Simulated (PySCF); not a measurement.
The dipole of `C1=CP1n1cccc1` from its density and from atomic charges.

Coordinates (GFN2-xTB, Å) and charges (e) from the PBE0/pcSseg-1 density (PySCF):

```
atom       x       y       z  Mulliken      IAO  Hirshfeld  ESP-fitted
  C1   2.585   0.380  -0.260   -0.2303  -0.3104    -0.0774     -0.1302
  C2   2.483  -0.668   0.528   -0.2356  -0.3112    -0.0775     -0.1297
  P3   1.437   0.703   1.119   +0.6072  +0.6070    +0.1859     -0.0775
  N4  -0.100   0.308   0.397   -0.6956  -0.2888    -0.0768     +0.3232
  C5  -1.275   0.824   0.880   +0.1558  -0.1191    -0.0442     -0.2564
  C6  -2.310   0.350   0.132   -0.1680  -0.2213    -0.0985     -0.2504
  C7  -1.751  -0.495  -0.854   -0.1631  -0.2142    -0.0959     -0.2451
  C8  -0.401  -0.500  -0.666   +0.1554  -0.1269    -0.0477     -0.2787
  H9   3.052   0.752  -1.146   +0.1072  +0.1807    +0.0749     +0.1650
 H10   2.816  -1.671   0.679   +0.1067  +0.1806    +0.0748     +0.1647
 H11  -1.267   1.492   1.721   +0.0999  +0.1574    +0.0467     +0.1683
 H12  -3.350   0.574   0.264   +0.0772  +0.1560    +0.0478     +0.1900
 H13  -2.288  -1.034  -1.610   +0.0780  +0.1555    +0.0480     +0.1922
 H14   0.368  -1.017  -1.207   +0.1052  +0.1548    +0.0398     +0.1645
```

**Question.** Compute μ = Σ q r for each scheme (1 e·Å = 4.803 D) and compare with the dipole of the full density.

**Answer.** The full density gives (1.86, -0.55, -0.50) D, 2.00 D in size; dipole vectors point from the negative to the positive end.

```json
{"scheme": "Mulliken", "μx": "1.33", "μy": "1.26", "μz": "1.82", "size (D)": "2.58", "share of the full size (%)": "129", "angle to the full dipole (°)": "80"}
{"scheme": "IAO", "μx": "2.18", "μy": "1.26", "μz": "1.94", "size (D)": "3.18", "share of the full size (%)": "159", "angle to the full dipole (°)": "68"}
{"scheme": "Hirshfeld", "μx": "2.30", "μy": "0.33", "μz": "0.73", "size (D)": "2.43", "share of the full size (%)": "121", "angle to the full dipole (°)": "40"}
{"scheme": "ESP-fitted", "μx": "1.84", "μy": "-0.54", "μz": "-0.49", "size (D)": "1.98", "share of the full size (%)": "99", "angle to the full dipole (°)": "0"}
```

**Question.** Which set comes closest?

**Answer.** Length of the difference vector: ESP-fitted 0.02 D, Hirshfeld 1.57 D, Mulliken 2.99 D, IAO 3.05 D. Closest: ESP-fitted. The schemes that divide the density aren't constrained to reproduce the dipole.

**Question.** What is left for the Hirshfeld atoms' own dipoles?

**Answer.** The Hirshfeld atoms' densities add up to the full density, so μ = Σ q r + Σ (atomic dipoles). The atomic dipoles sum to (1.86, -0.55, -0.50) − (2.30, 0.33, 0.73) = (-0.44, -0.88, -1.23) D, 1.57 D in size.

**Question.** With the origin at the mean of the coordinates, (0.000, 0.000, -0.002) Å, which are the largest single terms, by size, of the IAO dipole along the direction of the full one?

**Answer.** C2 -3.53, C1 -3.52, H9 +2.53, P3 +2.52, H10 +2.52 D; all 14 atoms together +1.20 D. The single terms depend on the origin, their sum doesn't.

**Question.** Give the size of the full dipole in other units.

**Answer.** 2.00 D = 0.787 au = 0.417 e·Å = 6.67 × 10⁻³⁰ C·m.

Geometry: GFN2-xTB, one conformer, isolated molecule.

Conformer computed: `[CH:1]1=[CH:2][P:3]1[n:4]1[cH:5][cH:6][cH:7][cH:8]1`: C2–P3–N4–C5 160°.
